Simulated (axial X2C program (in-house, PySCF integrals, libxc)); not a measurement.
# Working with the constants of NaK⁻

A bond curve at the PBE0 level, 2c, was computed with an in-house relativistic program for diatomic molecules (basis K dyall-acv3z [12s13p7d3f], Na dyall-av3z [10s9p5d2f] (cores contracted in-house)) for the state Ω = 1/2 (⟨Sz⟩ = 0.50, ⟨Lz⟩ = 0.00 at PBE0). Its fit gives Re = 3.9782 Å, ωe = 79.6 cm⁻¹, ωexe = 0.412 cm⁻¹ and αe = 6.082e-04 cm⁻¹; the masses are 38.9637 and 22.9898 u. Two-component means X2C with spin–orbit coupling and atomic mean-field Coulomb and Gaunt terms.

**Question.** Find the reduced mass, Be and the force constant.

**Answer.** From the PBE0 values: μ = 14.4587 u. Be = 16.8576/(μ Re²) = 0.07367 cm⁻¹. k = 5.8918×10⁻⁷ μ ωe² = 0.054 mdyn/Å.

**Question.** Estimate De from a Morse curve and compare with the computed well depth of 0.632 eV to K + Na-.

**Answer.** De(Morse) = ωe²/(4ωexe) = 0.477 eV against 0.632 eV computed, a ratio of 0.75. The extrapolation falls short: long-range attraction (ionic or ion–induced dipole) or a change of character along the curve can cause this.

**Question.** Estimate the centrifugal constant by the Kratzer relation.

**Answer.** D = 4Be³/ωe² = 2.52e-07 cm⁻¹.

**Question.** A Morse curve ties αe to the other constants (Pekeris). How well does that hold?

**Answer.** αe(Morse) = 6Be²/ωe × (√(ωexe/Be) − 1) = 5.584e-04 cm⁻¹; the PBE0 curve gives 6.082e-04 cm⁻¹, a ratio of 0.92.

**Question.** Where do the fundamental and the first overtone lie?

**Answer.** ν(1←0) = ωe − 2ωexe = 78.8 cm⁻¹; ν(2←0) = 2ωe − 6ωexe = 156.7 cm⁻¹.

Occupations by symmetry block were frozen at the best pattern of an incomplete PBE0 search. Dissociation energies refer to the lowest single-determinant-based atoms at the same level and basis. Density functionals use the spin component along the axis (collinear). The highest occupied level of some functionals is positive through self-interaction error; at Hartree–Fock it is bound.
